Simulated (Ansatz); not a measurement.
# C2H5InO (SMILES C[C](=O)[InH2]): the energy, rung by rung

C2H5InO has 9 atoms, charge 0, and is taken as a singlet. As SMILES, `C[C](=O)[InH2]`. Geometry: optimised at B3LYP/def2-SVP.

```jsonl
{"atom": "C", "x (Å)": "0.3512", "y (Å)": "1.2072", "z (Å)": "-0.8531"}
{"atom": "C", "x (Å)": "0.6029", "y (Å)": "-0.0785", "z (Å)": "-0.1019"}
{"atom": "O", "x (Å)": "1.6969", "y (Å)": "-0.5986", "z (Å)": "-0.0456"}
{"atom": "In", "x (Å)": "-0.8779", "y (Å)": "-1.3137", "z (Å)": "1.0520"}
{"atom": "H", "x (Å)": "1.2788", "y (Å)": "1.5763", "z (Å)": "-1.3199"}
{"atom": "H", "x (Å)": "-0.4211", "y (Å)": "1.0370", "z (Å)": "-1.6226"}
{"atom": "H", "x (Å)": "-0.0521", "y (Å)": "1.9633", "z (Å)": "-0.1578"}
{"atom": "H", "x (Å)": "-1.6028", "y (Å)": "-2.6917", "z (Å)": "0.2700"}
{"atom": "H", "x (Å)": "-0.9758", "y (Å)": "-1.1015", "z (Å)": "2.7786"}
```

Each level gives the dissociation energy of the In4–C2 bond into doublet InH2 and doublet C2H3O (shapes relaxed at B3LYP/def2-SVP, no zero-point term) (eV). The values are calculated.

```json
{"level": "HF/def2-SVP (core potential)", "kind": "Hartree–Fock", "program": "Ansatz", "value (eV)": "1.21", "CPU time (all runs)": "1.5 s"}
{"level": "PBE/def2-SVP (core potential)", "kind": "GGA", "program": "Ansatz", "value (eV)": "2.13", "CPU time (all runs)": "3.2 s"}
{"level": "r2SCAN/def2-SVP (core potential)", "kind": "meta-GGA", "program": "Ansatz", "value (eV)": "2.06", "CPU time (all runs)": "7.8 s"}
{"level": "B3LYP/def2-SVP (core potential)", "kind": "global hybrid", "program": "Ansatz", "value (eV)": "1.96", "CPU time (all runs)": "4.5 s"}
{"level": "wB97M-V/def2-SVP (core potential)", "kind": "range-separated hybrid", "program": "Ansatz", "value (eV)": "2.24", "CPU time (all runs)": "19 s"}
{"level": "MP2/def2-SVP (core potential)", "kind": "perturbation theory", "program": "Ansatz", "value (eV)": "2.11", "CPU time (all runs)": "1.9 s"}
```

Spin-orbit coupling, which can split open shells on such heavy atoms by tenths of an eV, is left out. The values span 1.21 to 2.24 eV. Hartree–Fock misses the correlation of the electron pair that is broken and comes out low. Measured bond enthalpies also hold zero-point and thermal terms, a few tenths of an eV less. In the correlated wave-function rows the outer d shell of In is correlated, in sets not made for it. CPU times are rough (shared hosts, several kinds of processor): they show what a rung costs within a factor of a few.
